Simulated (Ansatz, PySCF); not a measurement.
Reaction 2 R1 + 0.5 R2 → P1 + P2, each structure at its B3LYP-D3(BJ)/def2-TZVP stationary point, reached from a drawn start (curvature not checked).
P1, Cl2 (SMILES ClCl) (charge 0, multiplicity 1, Z-matrix in Å and degrees):
```
Cl
Cl 1 2.0135
```
P2, H2O (SMILES O) (charge 0, multiplicity 1):
```xyz
3

O      0.0000     0.0000     0.3896
H      0.0000     0.7650    -0.1949
H      0.0000    -0.7650    -0.1949
```
R1: HCl (SMILES Cl), charge 0, multiplicity 1.
R2, O2 (SMILES O=O) (charge 0, multiplicity 3):
```xyz
2

O      0.000     0.000     0.602
O      0.000     0.000    -0.602
```

P less R. No zero-point or thermal terms; singlets are restricted closed shells; open shells are unrestricted; no spin–orbit coupling.

Cores are frozen in the correlated methods.

The values were computed with Ansatz (Gaussian orbitals); PySCF for M06-2X and the D3/D4 terms. All values are computed, each at the level named.

| level | reaction energy (kcal/mol) |
|---|---|
| PBE-D4/def2-TZVPP | -14.47 |
| revPBE-D4/def2-TZVPP | -12.68 |
| B3LYP-D3(BJ)/def2-TZVPP | -14.20 |
| PBE0-D4/def2-TZVPP | -13.77 |
| BHLYP-D4/def2-TZVPP | -13.17 |
| M06-2X/def2-TZVPP | -16.95 |
| B2PLYP-D4/def2-TZVPP | -13.26 |
| CCSD(T)/cc-pV(D+d)Z | -1.67 |
| CCSD(T)/cc-pV(Q+d)Z | ? |

Problem. What belongs in the gaps?

Solution. 
- CCSD(T)/cc-pV(Q+d)Z, reaction energy (kcal/mol): -15.32

Ansatz is a first-principles code.
